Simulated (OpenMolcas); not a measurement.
**Computed transition rates of neutral lanthanum**

```
Program             : OpenMolcas
Method              : MS-CASPT2, IPEA 0.25 Eh, imaginary shift 0.1 Eh (closed shells correlated: 5s 5p)
Basis               : ANO-RCC-VTZP [8s7p5d3f2g1h]
Scalar Hamiltonian  : DKH2, point nucleus
Active space        : 3 electrons in 6 orbitals (5d 6s)
State averaging     : 2S+1 = 2 even, 65 roots; 2S+1 = 4 even, 20 roots kept (CI in the orbitals of an earlier block)
Spin-orbit coupling : state interaction with AMFI integrals over the reference wave functions, term energies averaged over their components
```

Rates come from the transition moments of the reference wave functions (E1 and E2 in the length form). At fixed line strength A goes as λ^-3 for E1 and M1 and as λ^-5 for E2, so a rate at the computed wavelength can be rescaled to the measured one. Measured vacuum wavelengths follow from level energies in NIST Handbook of Basic Atomic Spectroscopic Data. Branching counts decays inside the model space alone, at computed energies, and the table is only a selection of the E2 and M1 lines, drawn from those between levels with measured partners whose computed energy lies within a factor of 1.5 of the measured one.

```csv
Upper,Lower,Type,λ computed (nm),λ measured (nm),A computed (s-1),A rescaled (s-1),Branching %
5d³ ⁴F_3/2,5d² 6s ⁴F_3/2,E2,1079,1024,5.37e-01,6.98e-01,49.4
5d³ ⁴F_7/2,5d² 6s ⁴F_7/2,E2,1072,1026,4.67e-01,5.82e-01,37.7
5d³ ⁴F_7/2,5d² 6s ⁴F_5/2,E2,1019,977.7,4.59e-01,5.64e-01,37.1
5d³ ⁴F_3/2,5d² 6s ⁴F_5/2,E2,1120,1062,4.47e-01,5.83e-01,41.1
5d³ ⁴F_5/2,5d² 6s ⁴F_3/2,E2,1035,988.2,4.29e-01,5.41e-01,37.0
5d³ ⁴F_5/2,5d² 6s ⁴F_7/2,E2,1131,1076,3.72e-01,4.77e-01,32.1
5d² 6s ²P_1/2,5d 6s² ²D_3/2,E2,1223,1106,3.28e-01,5.42e-01,72.2
5d³ ⁴F_5/2,5d² 6s ⁴F_5/2,E2,1073,1023,2.97e-01,3.77e-01,25.6
5d² 6s ²G_7/2,5d 6s² ²D_3/2,E2,1051,1004,1.56e-01,1.96e-01,61.6
5d² 6s ²F_5/2,5d 6s² ²D_3/2,E2,1584,1426,1.23e-01,2.08e-01,73.2
5d² 6s ²G_9/2,5d 6s² ²D_5/2,E2,1161,1128,1.21e-01,1.40e-01,70.3
5d² 6s ²F_7/2,5d 6s² ²D_5/2,E2,1579,1429,1.18e-01,1.94e-01,64.5
5d² 6s ²P_1/2,5d 6s² ²D_5/2,E2,1376,1251,1.08e-01,1.74e-01,23.9
5d² 6s ⁴P_3/2 [70 %],5d 6s² ²D_3/2,E2,1225,1335,8.05e-02,,49.1
5d² 6s ⁴P_1/2,5d 6s² ²D_3/2,E2,1273,1383,6.56e-02,,54.0
5d² 6s ⁴P_5/2 [61 %],5d 6s² ²D_5/2,E2,1386,1509,5.71e-02,,53.7
5d² 6s ⁴P_3/2 [70 %],5d 6s² ²D_5/2,E2,1378,1553,4.94e-02,,30.1
5d 6s² ²D_5/2,5d 6s² ²D_3/2,M1,11010,9495,8.18e-03,1.28e-02,100.0
5d² 6s ⁴F_9/2,5d² 6s ⁴F_7/2,M1,16240,15950,6.26e-03,6.61e-03,100.0
5d² 6s ⁴F_7/2,5d² 6s ⁴F_5/2,M1,20690,20640,4.82e-03,4.86e-03,58.2
5d² 6s ⁴F_7/2,5d 6s² ²D_5/2,M1,4190,4096,3.46e-03,,41.8
5d² 6s ⁴F_5/2,5d² 6s ⁴F_3/2,M1,29650,29260,1.63e-03,1.70e-03,54.7
5d² 6s ⁴F_3/2,5d 6s² ²D_3/2,M1,4042,3748,1.29e-03,,76.3
5d² 6s ⁴F_5/2,5d 6s² ²D_3/2,M1,3557,3322,1.02e-03,,34.2
5d² 6s ⁴F_3/2,5d 6s² ²D_5/2,M1,6386,6192,3.98e-04,,23.5
```

Spin-changing lines and M1 lines between different terms are not rescaled, since their strength hangs on the term gaps too.

The largest correction is for 5d² 6s ²F_5/2 → 5d 6s² ²D_3/2 (E2): 1.23e-01 × (1584 / 1426)^5 = 2.08e-01 s-1, a factor of 1.69.

The computed order of these levels differs from the measured one in 3 places, and where term gaps are wrong the rates of spin-changing lines can be off by large factors.

No measured rate stands beside these. Rescaling mends the energy factor alone: line strengths can still be far off where a level mixes with configurations outside the active space, and weak or spin-changing lines hang on small mixing coefficients that depend on the term gaps too, so rescaling need not improve them.

CASPT2 breaks the degeneracy within a term, and the mean is taken; among the terms shown or strongly mixed into the levels shown the widest spread is 1200 cm-1 (5d² 6s ²F). Over all roots computed the reference weight is 0.84 to 0.91; the roots of lowest weight are the least certain, and an intruder state may touch them. Some levels mix across a computed gap that differs much from the measured one, so their mixing is not that of the real levels. Terms from blocks run as CI alone lack orbitals of their own. Configurations are named by rounded mean occupations; where the s occupation lies near a half they are strongly mixed, a name can repeat and a true partner stay unpaired. A single d shell beside an s shell can misplace configurations of different d count against each other. The CASPT2 spread within a term exceeds the gap to the next term for 5d² 6s ⁴P and 5d² 6s ²P, so the order of their levels is uncertain, and so are names and mixing where such terms share a J. Computed and measured levels are paired by configuration, term and J; levels that our copy of the source lacks, or whose pairing is in doubt (as where it misses far off the trend of its configuration), stay unpaired. Levels of configurations outside the active space are missing.

A share in square brackets marks a mixed level and gives the weight of the term that names it.
